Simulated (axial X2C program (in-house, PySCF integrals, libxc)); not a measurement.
**SeCSe: properties at the nuclei**

Computed with an axial X2C code built on PySCF integrals: two-component X2C with atomic mean-field Coulomb and Gaunt terms, Gaussian nuclei, basis Se dyall-v3z, C dyall-v3z with contracted cores.

Se–C–Se held linear, with bonds 1.690 and 1.690 Å (near the PBE0 minimum at charge 0 of the determinant lowest at the starting distance; the state shown can have its own minimum elsewhere, held linear; other orders of the atoms were not compared).

Determinant lowest in the PBE0 search, Ω = 0 (closed shell), highest spinor 91% Se p, 9% C d:

```csv
level,qzz Se (a.u.),qzz C (a.u.)
PBE0,2.82,-0.40
HF,3.21,-0.70
PBE,2.71,-0.31
```

qzz is the electric field gradient, eQq0 = 234.96 MHz × Q/barn × qzz. The operators were transformed with the bare-nucleus X2C matrices; with these basis sets, hyperfine constants and field gradients can be off by tens of per cent, and where levels differ in sign neither size nor sign is settled.

The molecule was held linear; bending was not examined, so a bent shape may lie lower.

Each state is one determinant with collinear spin. The search compared states at one distance, so a state with another bond length can lie lower. Where a field gradient or hyperfine factor spreads by more than a factor of two over the levels, a constant derived from it is not to be relied on.
